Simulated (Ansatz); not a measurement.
`[SH][Ga]([SH])[SH]`. Total charge 0; spin multiplicity 1. The geometry is a stationary point of PBE0-D4/def2-TZVP. It is one conformer, not always the lowest.

```xyz
7

S    -1.319    0.808   -1.621
Ga    0.191    0.272   -0.121
S     2.002    1.505   -0.036
S    -0.026   -1.414    1.274
H    -2.154   -0.185   -1.273
H     2.536    0.794    0.972
H    -1.230   -1.781    0.805
```

What is the dipole moment at r2SCAN/def2-TZVPP? (Best estimate.)

Ansatz gave: 1.50 D, with components (-0.85, -1.14, 0.47) D in this frame, pointing from negative to positive charge.

And with PBE, B3LYP, ωB97M-V? (Best estimate.)

Ansatz gave: PBE 1.41 D, B3LYP 1.43 D, ωB97M-V 1.44 D.

Give the Mulliken charges with r2SCAN, PBE, B3LYP in def2-TZVPP. (Estimate.)

Computed: 
| atom | r2SCAN | PBE | B3LYP |
| --- | --- | --- | --- |
| S1 | -0.24 | -0.23 | -0.23 |
| Ga2 | 0.43 | 0.37 | 0.40 |
| S3 | -0.25 | -0.24 | -0.24 |
| S4 | -0.25 | -0.23 | -0.24 |
| H5 | 0.10 | 0.11 | 0.10 |
| H6 | 0.11 | 0.12 | 0.11 |
| H7 | 0.10 | 0.11 | 0.10 |

B3LYP here is the variant with VWN-RPA as its local correlation; programs differ in this.
